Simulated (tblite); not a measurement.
Species: C5H7F3OS2.
Numbering: `[F:1][C:2]([F:3])([F:4])[O:5][C@@H:6]1[CH2:7][CH2:8][S:9][CH2:10][S:11]1` (hydrogens: H12 on C6; H13, H14 on C7; H15, H16 on C8; H17, H18 on C10)

Computed with GFN2-xTB (tblite), gas phase: L-BFGS steps from a force-field or distance-geometry start until the largest atomic force falls under 0.01 eV/Å.

Geometry at step 5:
```
atom  x, y, z in Å
F1      2.8712    0.5418   -1.7500
C2      2.3726    0.2396   -0.5630
F3      3.1354    0.8614    0.3474
F4      2.6124   -1.0739   -0.3733
O5      1.0923    0.5526   -0.4908
C6      0.4662    0.1188    0.7418
C7     -0.3093   -1.1766    0.5305
C8     -1.4081   -1.0800   -0.5172
S9     -2.7624    0.0493   -0.0409
C10    -1.7976    1.5721    0.0915
S11    -0.5341    1.4811    1.4000
H12     1.2421   -0.0276    1.5004
H13    -0.7259   -1.4720    1.4949
H14     0.3997   -1.9454    0.2093
H15    -1.8767   -2.0562   -0.6330
H16    -1.0076   -0.7518   -1.4770
H17    -2.4786    2.3748    0.3680
H18    -1.3004    1.7984   -0.8503
```

**Question.** What forces act on the atoms?

**Answer.** 
```csv
atom,Fx (eV/Å),Fy (eV/Å),Fz (eV/Å)
F1,-0.129,0.095,-0.123
C2,0.030,0.005,-0.018
F3,0.012,0.070,0.089
F4,-0.012,-0.069,0.000
O5,0.155,-0.101,0.026
C6,0.005,0.033,0.006
C7,-0.007,0.012,0.028
C8,-0.008,0.018,0.004
S9,0.073,-0.025,-0.004
C10,0.055,-0.026,0.011
S11,-0.027,0.060,-0.046
H12,-0.043,-0.014,0.023
H13,-0.049,0.017,-0.001
H14,-0.029,-0.014,0.038
H15,-0.039,0.040,-0.055
H16,-0.013,0.037,0.013
H17,0.033,-0.068,0.009
H18,-0.009,-0.070,0.001
```

The largest, 0.20 eV/Å, acts on F1; the rms over all components is 0.051 eV/Å. The forces sum to zero within rounding, as they must for an isolated molecule in no field.

**Question.** Give the force on F1 in Eh/bohr and in nN.

**Answer.** 0.202 eV/Å ÷ 51.422 = 0.00393 Eh/bohr, and 0.202 eV/Å × 1.602 = 0.32 nN.

**Question.** How far is this geometry from the end of the optimisation?

**Answer.** 0.028 eV above it, and 0.088 Å rms away after alignment. The bonds farthest from their final lengths, with half the difference of the two atoms' forces along the bond (positive lengthens):

| bond | now (Å) | final (Å) | force along bond (eV/Å) |
| --- | --- | --- | --- |
| C8–S9 | 1.827 | 1.822 | -0.04 |
| O5–C6 | 1.449 | 1.445 | 0.00 |
| C6–S11 | 1.814 | 1.817 | +0.01 |
| C2–O5 | 1.320 | 1.317 | -0.07 |
| C10–S11 | 1.821 | 1.818 | -0.05 |
| F1–C2 | 1.322 | 1.325 | +0.03 |

The angle farthest from its final value is C2–O5–C6, 113.2° against 116.1°.

What follows is the cost of the whole relaxation. Hardware: an Arm Neoverse V1 with one thread, on a shared host. Cost: 0.48 s of wall time.
